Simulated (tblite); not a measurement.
Run record: tight-binding relaxation, `Br[C@H](COC1=C(C1)C=O)F`.

Computed with GFN2-xTB geometry optimisation, gas phase (tblite 0.8.0). Start geometry: from a force field or distance geometry. A driver script takes a list of jobs; this job's settings line and coordinates (Å) are shown.

Command:
```bash
OMP_NUM_THREADS=1 python probes_run.py task.json out
```

Input:
```
{"job": {"kind": "relax", "xc": "GFN2-xTB", "basis": "xTB"}, "charge": 0, "multiplicity": 1}
O      3.428300     0.254200    -0.411500
C      2.469500     0.157200     0.351500
C      1.710300    -1.094300     0.474400
C      0.378500    -0.994400     0.260300
O     -0.285300     0.180300     0.105600
C     -1.127700     0.079800    -1.067100
C     -1.880700     1.391000    -1.241500
F     -2.855600     1.475500    -0.293800
Br    -2.690300     1.456600    -3.002800
C      0.811500    -1.597700     1.498900
H      2.157500     0.976700     1.020500
H     -0.494400    -0.120700    -1.938300
H     -1.837400    -0.745400    -0.923100
H     -1.229800     2.262100    -1.136300
H      0.731300    -2.660600     1.577900
H      0.706700    -1.011400     2.408200
```

Output:
```
step      E/eV     max force
  0    -888.73026    3.886
  1    -888.94949    4.321
  2    -889.11635    1.847
  3    -889.22039    1.524
  4    -889.32925    0.926
  5    -889.39704    0.745
  6    -889.45735    0.874
  7    -889.51333    0.923
  8    -889.58347    0.841
  9    -889.65660    0.711
... (124 lines left out)
134    -891.07171    0.157
135    -891.07215    0.140
136    -891.07270    0.048
137    -891.07305    0.044
138    -891.07341    0.073
139    -891.07358    0.035
140    -891.07367    0.022
141    -891.07370    0.019
142    -891.07372    0.015
143    -891.07374    0.009
```

«max force» is the largest atomic force in eV/Å.

**Question.** From which step on does the largest force stay under 0.1 eV/Å, and how much energy is left to gain from there?

**Answer.** From step 136 (0.048 eV/Å), 1.0 meV above the end.

In short: energy lowered by 54.0 kcal/mol over 143 steps; largest atomic force 0.009 eV/Å at the end.

**Question.** Give the final coordinates.

**Answer.** 0.957 Å rms from the input after alignment:
```
atom  x, y, z in Å
O1     1.9117    1.3396   -0.7249
C2     2.1279    0.5941    0.2138
C3     1.1824   -0.3465    0.6928
C4    -0.0304   -0.8725    0.5864
O5    -1.1793   -1.0347   -0.0054
C6    -1.3912   -0.3656   -1.2464
C7    -1.1953    1.1455   -1.1685
F8    -2.0327    1.6869   -0.2530
Br9   -1.6307    1.8910   -2.9178
C10    0.7673   -1.3565    1.7428
H11    3.0856    0.6208    0.7593
H12   -0.7145   -0.7641   -2.0117
H13   -2.4271   -0.5969   -1.5103
H14   -0.1659    1.4467   -0.9323
H15    1.1765   -2.3603    1.7189
H16    0.5082   -1.0185    2.7393
```

On one thread of an Arm Neoverse N1, no GPU (shared host), this took 2.1 s wall.
Labels such as C1 count atoms from 1, the log's own numbers from 0.
